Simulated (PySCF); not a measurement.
# Worked example: chemical shift, span and skew from a shielding tensor

Si(H)(OH)2(PH2) (H₅O₂PSi), SMILES O[SiH](O)P. Atoms are numbered in the order given.

```xyz
9

Si    -0.4923     0.3461     0.0000
O     -1.0985    -0.3285     1.3917
O     -1.0985    -0.3285    -1.3917
P      1.6802    -0.1918     0.0000
H     -0.8183     1.8096     0.0000
H     -1.9409     0.0009     1.7166
H     -1.9409     0.0009    -1.7166
H      1.9829     0.7388     1.0418
H      1.9829     0.7388    -1.0418
```
Charge 0, spin multiplicity 1.

The structure is a stationary point at PBE0-D3(BJ)/def2-SVP. One conformer was computed; it need not be the lowest.

GIAO shieldings from HF/pcSseg-1 in PySCF, non-relativistic, no solvent. The symmetric part of the tensor of Si1 has the principal values 379.7, 382.9, 446.3 ppm. The same nucleus in TMS has σ = 393.8 ppm at this level (PySCF, at its B3LYP-D3(BJ)/def2-TZVP geometry).

Problem. Work out the isotropic shielding, the ²⁹Si shift against TMS, the span and the skew.

Solution. 
σ(iso) = (σ11 + σ22 + σ33)/3 = 403.0 ppm. δ = σ(ref) − σ(iso) = 393.8 − (403.0) = -9.2 ppm.
Span Ω = σ33 − σ11 = 66.6 ppm. Skew κ = 3(σ(iso) − σ22)/Ω = 0.90. Tumbling in solution averages the tensor to δ; in a static solid the shielding alone would spread this spin-1/2 line over Ω.
